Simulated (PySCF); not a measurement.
Compound: C5H6ClOP.
Z-matrix (Å and degrees, GFN2-xTB geometry), rows numbered from 1:
```
C 
C   1  1.5307
C   2  1.4920  1  110.90
O   3  1.3370  2  118.10  1   -90.16
C   4  1.3376  3  112.14  2   178.05
P   5  1.7075  4  116.46  3    -0.01
C   3  1.3661  2  128.69  1    87.40
Cl  7  1.7172  3  123.14  2     2.19
H   1  1.0870  2  110.27  3   -60.94
H   1  1.0875  2  110.45  3    59.14
H   1  1.0867  2  109.98  3   179.23
H   2  1.0910  1  109.71  3  -119.90
H   2  1.0908  1  109.64  3   120.28
H   5  1.0758  4  115.03  3   179.89
```

Computed, not measured: TDDFT B3LYP/def2-SVPD, vertical, gas phase, core orbitals frozen in the response (PySCF 2.14.0, density-fitted response routines).

A / s⁻¹ = 0.6670 f (ν̃ / cm⁻¹)² and τ = 1/A in vacuum; |μ| follows from f = (2/3) ΔE |μ|² (atomic units, 1 au = 2.5417 D); ∫σ dE = 109.76 f Mb·eV.

Only emission to the ground state at the vertical energy is counted.

Energies and rates of the computed singlets with f of 0.002 or more:

```json
{"state": "S1", "ν̃ (cm⁻¹)": "39360", "A (s⁻¹)": "5.14×10⁷"}
{"state": "S2", "ν̃ (cm⁻¹)": "44980", "A (s⁻¹)": "4.57×10⁷"}
{"state": "S3", "ν̃ (cm⁻¹)": "47460", "A (s⁻¹)": "1.33×10⁷"}
{"state": "S4", "ν̃ (cm⁻¹)": "47620", "A (s⁻¹)": "9.98×10⁶"}
{"state": "S5", "ν̃ (cm⁻¹)": "48320", "A (s⁻¹)": "1.64×10⁷"}
{"state": "S6", "ν̃ (cm⁻¹)": "49830", "A (s⁻¹)": "2.87×10⁸"}
{"state": "S7", "ν̃ (cm⁻¹)": "51140", "A (s⁻¹)": "1.67×10⁸"}
```

Which f and |μ| stand behind these rates?

f = A / (0.6670 ν̃²), and |μ| follows from f:

| state | f | \|μ\| (D) | τ | main configurations (H = HOMO, L = LUMO) |
| --- | --- | --- | --- | --- |
| S1 | 0.050 | 1.64 | 19 ns | H→L (76%), H-1→L (20%) |
| S2 | 0.034 | 1.27 | 22 ns | H-1→L (53%), H→L+1 (24%), H→L (19%) |
| S3 | 0.0089 | 0.63 | 75 ns | H-2→L (69%), H→L+2 (27%) |
| S4 | 0.0066 | 0.54 | 100 ns | H→L+2 (62%), H-2→L (28%) |
| S5 | 0.011 | 0.68 | 61 ns | H→L+3 (76%) |
| S6 | 0.173 | 2.72 | 3.5 ns | H→L+1 (41%), H→L+4 (33%), H-1→L (13%) |
| S7 | 0.096 | 2.00 | 6 ns | H→L+4 (43%), H-1→L+1 (28%) |

By what factor does the largest A in the list exceed the smallest?

S6 has 29 times the rate of S4.

Which computed singlets stay under f = 0.002?

S8 (6.37 eV, f 0.0013).

What is the integrated cross-section of all computed states together?

Σf = 0.380 over S1 to S8, so 109.76 × Σf ≈ 41.7 Mb·eV.

One conformer stands for the species.
